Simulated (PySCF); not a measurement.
These 2 structures share the formula C3H6BF2N. The calculation used PBE0-D3(BJ)/def2-SVP geometry optimisation, gas phase in PySCF. One conformer each; no zero-point energy, no entropy. No frequencies were run at this level. Point groups hold within 0.08 Å.

Question: Order them by energy at this level, lowest first, and give relative energies in kcal/mol.
A. `[H]/[N:1]=[CH:2]\[CH2:3][CH2:4][B:5]([F:6])[F:7]` with N1–C2–C3–C4 127°, C2–C3–C4–B5 178°, C3–C4–B5–F6 -4°
B. `[BH3-:1][N+:2]#[C:3][CH2:4][CH:5]([F:6])[F:7]` with C3–C4–C5–F6 180°

Answer: A (0.0), B (94.2).

As drawn, the lower has an N–H bond and a B–F bond, which the higher lacks; the higher has two fluorines on one carbon and a B–N bond, which the lower lacks.

```json
{"SMILES": "[H]/N=C\\CCB(F)F", "E (Eh)": "-396.61097", "E rel (kcal/mol)": "0.0", "dipole (D)": "0.99", "point group": "C1", "A, B, C (MHz)": "7498, 1042, 949.1"}
{"SMILES": "[BH3-][N+]#CCC(F)F", "E (Eh)": "-396.46091", "E rel (kcal/mol)": "94.2", "dipole (D)": "5.93", "point group": "C1", "A, B, C (MHz)": "7722, 1113, 1015"}
```

Question: How do the relative energies change in single points at PBE0/pcSseg-1 (no added dispersion term) on the same geometries?

Answer: 
| SMILES | PBE0-D3(BJ)/def2-SVP (kcal/mol) | PBE0/pcSseg-1 (kcal/mol) | shift |
| --- | --- | --- | --- |
| [H]/N=C\CCB(F)F | 0.0 | 0.0 | 0.0 |
| [BH3-][N+]#CCC(F)F | 94.2 | 94.4 | +0.2 |

Each column counts from its own lowest isomer. The order is unchanged; the largest shift is 0.2 kcal/mol.
